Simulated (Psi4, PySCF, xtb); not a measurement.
Conformational energy of SMILES [Si](Cl)(Cl)(Cl)[SiH2][SiH2]N. Scanned: dihedral H8–N1–Si2–Si3; all other coordinates were relaxed at GFN2-xTB. Heavy atoms are numbered in the order of the SMILES N[SiH2][SiH2][Si](Cl)(Cl)Cl, hydrogens after them in the order of the atoms that carry them; the mirror image has the same energies with the sign of each dihedral reversed.

- GFN1-xTB // GFN2-xTB (xtb)
- RKS-B3LYP/LANL2DZ = restricted B3LYP/LANL2DZ, with its core potentials past Ne // GFN2-xTB run with PySCF
- MP2/cc-pVTZ = DF-MP2 (frozen core)/cc-pVTZ // GFN2-xTB run with Psi4

Energies relative to the lowest point of each profile, in kcal/mol:

```tsv
φ / °	GFN1-xTB	RKS-B3LYP/LANL2DZ
-150	1.3	0.8
-120	0.9	0.0
-90	1.9	1.4
-60	2.0	2.1
-30	0.9	1.7
0	0.0	0.5
30	0.9	1.6
60	2.0	2.1
90	2.0	1.4
120	1.0	0.1
150	1.3	0.8
180	1.7	2.5
```

**Question.** Estimate the MP2/cc-pVTZ values at these points.

**Answer.** -150: 0.1; -120: 0.6; -90: 0.2; -60: 0.0; -30: 0.4; 0: 0.5; 30: 0.4; 60: 0.0; 90: 0.2; 120: 0.6; 150: 0.1; 180: 0.3 (kcal/mol).
